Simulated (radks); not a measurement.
Results of a calculation; reference values are marked as such.
Charge is removed step by step from the 3s1/2 level of the zirconium ion Zr2+, starting from [Kr] 4d2. Level of theory: Dirac Kohn-Sham, PBE, spin-unpolarised, spherical densities, finite nucleus; open shells fill j = l - 1/2 first; Fermi nuclear charge, rms radius 4.2694 fm (a radial shooting solver on a logarithmic mesh with Libxc functionals).

| removed (e) | E - E(0) (eV) | eigenvalue (eV) | E minus straight line (eV) |
|---|---|---|---|
| 0 | 0.000 | -419.02 | 0.000 |
| 0.1 | 42.061 | -422.20 | -1.465 |
| 0.2 | 84.441 | -425.41 | -2.610 |
| 0.3 | 127.14 | -428.64 | -3.433 |
| 0.4 | 170.17 | -431.89 | -3.933 |
| 0.5 | 213.52 | -435.16 | -4.106 |
| 0.6 | 257.20 | -438.46 | -3.950 |
| 0.7 | 301.21 | -441.78 | -3.464 |
| 0.8 | 345.56 | -445.12 | -2.645 |
| 0.9 | 390.24 | -448.47 | -1.491 |
| 1 | 435.25 | -451.85 | 0.000 |

Removing the whole electron costs 435.25 eV by Delta-SCF, against 419.02 eV from minus the eigenvalue at the starting occupation. Slater's transition state (half an electron removed) gives 435.16 eV. Integrating minus the eigenvalue over the occupation (Janak's theorem) gives 435.25 eV. The mean slope of the eigenvalue, de/dn, is 32.8 eV per electron.
